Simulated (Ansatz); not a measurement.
```yaml
crystal:
  periodic: [false, false, false]
  atoms:
    - {symbol: N, position_ang: [-1.607283, 0.942441, -1.281227]}
    - {symbol: C, position_ang: [-0.653616, 0.165370, -0.681868]}
    - {symbol: F, position_ang: [-0.596681, -1.027978, -1.291379]}
    - {symbol: C, position_ang: [0.111486, 0.415449, 0.377714]}
    - {symbol: Ge, position_ang: [1.274003, -0.899033, 1.167596]}
    - {symbol: H, position_ang: [-1.592193, 1.914225, -1.021659]}
    - {symbol: H, position_ang: [-1.726619, 0.783536, -2.269484]}
    - {symbol: H, position_ang: [0.046514, 1.404634, 0.814343]}
    - {symbol: H, position_ang: [1.805307, -0.323166, 2.491282]}
    - {symbol: H, position_ang: [2.476380, -1.219127, 0.259451]}
    - {symbol: H, position_ang: [0.528204, -2.213350, 1.455732]}
basis:
  gaussian: {orbitals: cc-pVTZ-DK}
hamiltonian: {xc: {name: wPBEh}}
accuracy: high
output: {forces: true}
```

```sh
$ ansatz run in.yaml --threads 4 --pin off --events-out ev --progress --plain --max-ram 10444MiB
```

Output, abridged:

```
Functional definition: wPBEh
  name "wPBEh"
  cite "Heyd, Scuseria & Ernzerhof, J. Chem. Phys. 118, 8207 (2003) doi:10.1063/1.1564060"
  cite "Krukau, Vydrov, Izmaylov & Scuseria, J. Chem. Phys. 125, 224106 (2006) doi:10.1063/1.2404663"
  cite "Heyd & Scuseria, J. Chem. Phys. 120, 7274 (2004) doi:10.1063/1.1668634"
  cite "Ernzerhof & Perdew, J. Chem. Phys. 109, 3313 (1998) doi:10.1063/1.476928"
  cite "Perdew, Burke & Ernzerhof, Phys. Rev. Lett. 77, 3865 (1996) doi:10.1103/PhysRevLett.77.3865"
  parent pbe
  parameter a = 0.25
  parameter omega = 0.11/bohr
  exchange = wpbe_x - a*pbe_x_sr(omega) + a*exact_x_sr(omega)
  correlation = pbe_c
4370 factors; integrals over basis functions are off by at most 2.4e-8 eV
113 factors; integrals over basis functions are off by at most 1.0e-9 eV
mean field evaluation 1: about -63474.4303 eV, gradient 6.5e1 eV
mean field evaluation 2: about -63468.7173 eV, gradient 7.7e1 eV
mean field evaluation 4: about -63482.5206 eV, gradient 6.0e0 eV
mean field evaluation 8: about -63482.7495 eV, gradient 9.7e-1 eV
mean field evaluation 16: about -63482.7512 eV, gradient 1.3e-4 eV
mean field -63482.75119028 eV, -2332.9480760887 hartree, gradient 8.7e-8 eV, S^2 0.000000; 0 other end points of the search recorded, 0 dependent functions left out
the calculation of the forces begins
reference -63482.75119456 eV, -2332.9480762457 hartree; 33, 33 occupied and 214, 214 virtual orbitals, 4370 factors
Total energy: -63482.75119456 eV, -2332.9480762457 hartree
Relativity: scalar
Atom 0 at    -1.607283     0.942441    -1.281227 Å, force    -0.049032     0.044883    -0.017210 eV/Å
Atom 1 at    -0.653616     0.165370    -0.681868 Å, force     0.035338     0.027962     0.039784 eV/Å
Atom 2 at    -0.596681    -1.027978    -1.291379 Å, force     0.003676    -0.048511    -0.024780 eV/Å
Atom 3 at     0.111486     0.415449     0.377714 Å, force     0.014965    -0.000916     0.020067 eV/Å
Atom 4 at     1.274003    -0.899033     1.167596 Å, force     0.033246    -0.034936     0.027268 eV/Å
Atom 5 at    -1.592193     1.914225    -1.021659 Å, force     0.006838    -0.046472    -0.028543 eV/Å
Atom 6 at    -1.726619     0.783536    -2.269484 Å, force     0.019138     0.015586     0.045776 eV/Å
Atom 7 at     0.046514     1.404634     0.814343 Å, force     0.013627    -0.043510    -0.005969 eV/Å
Atom 8 at     1.805307    -0.323166     2.491282 Å, force    -0.044743    -0.054162    -0.116044 eV/Å
Atom 9 at     2.476380    -1.219127     0.259451 Å, force    -0.103248     0.025247     0.082894 eV/Å
Atom 10 at     0.528204    -2.213350     1.455732 Å, force     0.070196     0.114829    -0.023244 eV/Å
Dipole moment:    -0.233036     0.510941    -0.301614 e Å
```

Hardware: 4 threads of an Arm Neoverse V1 on a shared host. Wall time 27 s, peak host memory 1.9 GiB.
